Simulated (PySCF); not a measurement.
An equivalent PySCF input for Mo+ (molybdenum, charge +1), [Kr] 4d5, high-spin 6S determinant, with a scalar-relativistic core potential:

```python
from pyscf import gto, scf, dft, mp, cc
import basis_set_exchange as bse
txt = bse.get_basis("def2-SVP", elements=["Mo"], fmt="nwchem", header=False)
cut = txt.index("\nECP")
mol = gto.M(atom="Mo 0 0 0", charge=1, spin=5, symmetry="D2h",
            basis=gto.basis.parse(txt[:cut]),
            ecp={"Mo": gto.basis.parse_ecp(txt[cut:])})
mf = dft.UKS(mol, xc="B88,P86")
mf.irrep_nelec = {'Ag': (3, 1), 'B1g': (1, 0), 'B2g': (1, 0), 'B3g': (1, 0), 'B1u': (1, 1), 'B2u': (1, 1), 'B3u': (1, 1)}
mf.kernel()
```

It reaches the same state as the run whose output follows, with an energy that differs only through the grid. The run itself started from symmetry-adapted Hartree-Fock orbitals and held the occupation by maximum overlap, on a logarithmic radial grid, so the iterations belong to that start.

```
SCF conv_tol = 1e-09
number electrons alpha = 9  beta = 4
XC functionals = B88,P86
    A. D. Becke.,  Phys. Rev. A 38, 3098 (1988)
    J. P. Perdew.,  Phys. Rev. B 33, 8822 (1986)
cycle= 1 E= -67.8806751903601  delta_E= -0.00409  |g|= 0.0305  |ddm|= 0.207
cycle= 2 E= -67.8808615556896  delta_E= -0.000186  |g|= 0.0267  |ddm|= 0.0853
cycle= 3 E= -67.8813504109426  delta_E= -0.000489  |g|= 0.000445  |ddm|= 0.039
cycle= 4 E= -67.881350567275  delta_E= -1.56e-07  |g|= 8.99e-06  |ddm|= 0.000716
cycle= 5 E= -67.8813505673276  delta_E= -5.26e-11  |g|= 7.51e-08  |ddm|= 1.27e-05
converged SCF energy = -67.8813505673276  <S^2> = 8.7501192  2S+1 = 6.0000397
```

Energies and moments cover only the electrons outside the core potential.
